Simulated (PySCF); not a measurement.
Ta(O)(OH)(NH2)2 (H5N2O2Ta), SMILES [Ta]([NH2])([OH])([NH2])=[O], multiplicity 1. Coordinates come from a PBE0-D3(BJ)/def2-SVP optimisation. The spin state was assumed, not searched. The structure was generated by enumeration; whether it is a known compound was not checked. The def2 effective core potentials stand for the cores of Ta; spin–orbit coupling is left out. One conformer was computed; it need not be the lowest.

The numbers are results of PySCF 2.14.0 with PBE0-D3(BJ)/def2-SVP, not measurements.

Harmonic wavenumbers (cm⁻¹): 171, 172, 178, 184, 197, 288, 324, 364, 453, 463, 492, 569, 588, 669, 682, 710, 1007, 1514, 1517, 3585, 3588, 3683, 3683, 3970. Rotational constants (GHz): 3.158, 3.093, 2.735; symmetry number 1.

Work out the zero-point energy and the ideal-gas rigid-rotor harmonic-oscillator thermochemistry at 298.15 K and 1 atm.

ZPE = ½ Σ hcν = ½ × 29053 cm⁻¹ = 173.77 kJ/mol. H − E(el) = 198.45 kJ/mol. Entropy in J/(mol K): translation 177.41, rotation 112.50, vibration 82.77, total 372.68. G − E(el) = 87.33 kJ/mol. Cp = 131.09 J/(mol K).
